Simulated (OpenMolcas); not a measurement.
Mo4+ in a ligand field

Mo4+ with 4 ligands (chloride) in tetrahedral coordination (Td) at 2.28 Å. Ligand basis ANO-RCC-VDZP.
```
Mo    0.0000    0.0000    0.0000
Cl    1.3164    1.3164    1.3164
Cl    1.3164   -1.3164   -1.3164
Cl   -1.3164    1.3164   -1.3164
Cl   -1.3164   -1.3164    1.3164
```

```yaml
Program: OpenMolcas 26.06
Method: CASSCF
Basis: ANO-RCC-VDZP [6s5p3d1f]
Scalar_Hamiltonian: DKH2, point nucleus
Active_space: 2 electrons in 5 orbitals (4d)
State_averaging: 2S+1 = 3 even, 10 roots; 2S+1 = 1 even, 15 roots
Spin-orbit_coupling: state interaction with AMFI integrals over the reference wave functions
```

The lowest spin-free states (labels of Td), above the lowest:

```
State  Degeneracy  E (cm-1)
  3A2           1       0.0
   1E           2      9454
  3T2           3     10691
  3T1           3     15572
  1A1           1     16306
  1T2           3     19793
  1T1           3     21297
  3T1           3     24650
   1E           2     29199
  1T2           3     31605
  1A1           1     43823
```

The lowest levels with spin-orbit coupling:

```
E (cm-1)  Degeneracy  Label      2S+1
     0.0           3     T2         3
    9058           2      E  1 (80 %)
   10624           1     A2         3
   10709           3                3
   10828           3                3
   11148           2      E  3 (81 %)
   15420           1         3 (63 %)
   15479           3                3
   15575           2      E         3
   15865           3                3
   16970           1     A1  1 (63 %)
   19786           3     T2         1
   21368           3     T1         1
   24525           1     A1         3
   24697           3                3
   24918           2      E         3
   25007           3     T2         3
   29348           2      E         1
   31744           3     T2         1
   43985           1     A1         1
```

Electric-dipole absorption from the lowest level at this geometry, strongest bands:

```tsv
E (cm-1)	λ (nm)	Label	f
9058	1100	E	3.09e-05
10709	934		1.86e-05
10828	924		1.58e-05
11148	897	E	8.77e-06
15420	649		1.37e-03
15479	646		5.34e-03
15575	642	E	3.53e-03
15865	630		5.82e-03
16970	589	A1	7.12e-04
19786	505	T2	8.12e-05
21368	468	T1	6.76e-05
24525	408	A1	5.99e-04
24697	405		1.75e-03
24918	401	E	1.16e-03
25007	400	T2	1.69e-03
43985	227	A1	2.07e-06
```

Powder χT (cm3 K/mol): 0.843 at 2 K, 0.844 at 10 K, 0.847 at 50 K, 0.851 at 100 K, 0.86 at 200 K, 0.868 at 300 K. The effective moment at 300 K is 2.828 √(χT) = 2.64 μB.

The lowest level has 2S+1 = 3, for which the spin-only value is χT = S(S+1) / 2 = 1.000 cm3 K/mol (g = 2). The computed 0.868 at 300 K differs by -0.132, through orbital momentum, spin-orbit coupling and any other state in reach.

Metal share of the active 4d orbitals (Löwdin): 70, 70, 70, 84, 84 %; Mulliken charge of the metal 1.20.

Without dynamic correlation the repulsion within the d shell is too large (B by tens of per cent), so at a given field states of lower spin stand too high. The least metal-like active orbital is 70 % on the metal (Löwdin) and no ligand orbital is active, so the numbers are rough. With metal d orbitals alone the field can be off either way by tens of per cent. Ligand-to-metal charge-transfer states are missing. With no ligand orbital active B as a rule stays too high, so bands that hang on it stand too high and its fall with covalency is understated. No measured value stands beside these numbers; the geometry was imposed, not optimised, and the real ion may take another.

The RASSCF and RASSI steps took 31 s on 1 thread of Arm Neoverse V1 (shared host); the integral step is not counted.
